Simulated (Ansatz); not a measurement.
Calculated with Ansatz (gas phase, PBE0-D4/def2-TZVP geometries, no zero-point term in ΔE). CCSD(T)/CBS is the MP2 limit (def2-TZVPP, def2-QZVPP) plus CCSD(T) − MP2 in def2-TZVPP, frozen cores. Double bonds are as drawn, so ΔE can hold a change between cis and trans. DFT in def2-TZVPP. B3LYP here is the variant with VWN-RPA as its local correlation; programs differ in this. def2 core potentials past Kr. For I outer-core shells are correlated without core-valence functions, which leaves a few kJ/mol of doubt a bond. One conformer a species, not always the lowest.

Reaction (formal exchange of groups at the Si–C bond): `O/C([SiH3])=C\I` + `B1C[SiH2]1` → `[SiH3][SiH]1BC1` + `O/C=C\I`

```json
{"level": "r2SCAN0-D4", "ΔE (kcal/mol)": "-4.2"}
{"level": "ωB97X-V", "ΔE (kcal/mol)": "-3.5"}
{"level": "ωB97M-V", "ΔE (kcal/mol)": "-2.2"}
{"level": "PBE-QIDH", "ΔE (kcal/mol)": "-3.9"}
{"level": "PBE0", "ΔE (kcal/mol)": "-5.4"}
{"level": "B3LYP", "ΔE (kcal/mol)": "-3.0"}
{"level": "HF/def2-TZVPP", "ΔE (kcal/mol)": "-2.5"}
{"level": "CCSD(T)/def2-TZVPP", "ΔE (kcal/mol)": "-2.8"}
```

Question: What does CCSD(T)/CBS give? (Estimate.)

Answer: The calculation gave: -2.7 kcal/mol. The listed levels differ from it by -1.5, -0.8, 0.5, -1.2, -2.7, -0.3, 0.2, -0.1 kcal/mol.

Largest T1 diagnostic among the species: 0.014.

Leaving LDA and LC-ωPBE aside and taking each functional with its dispersion term where it has one, the values, not all of them listed here, spread over 3.1 kcal/mol, from PBE-D4 to ωB97M-V. LDA lies +0.8 kcal/mol from PBE without D4.

CCSD(T)/CBS has its own doubt, a few kJ/mol and more with outer-core shells, so smaller differences from it don't rank the levels.
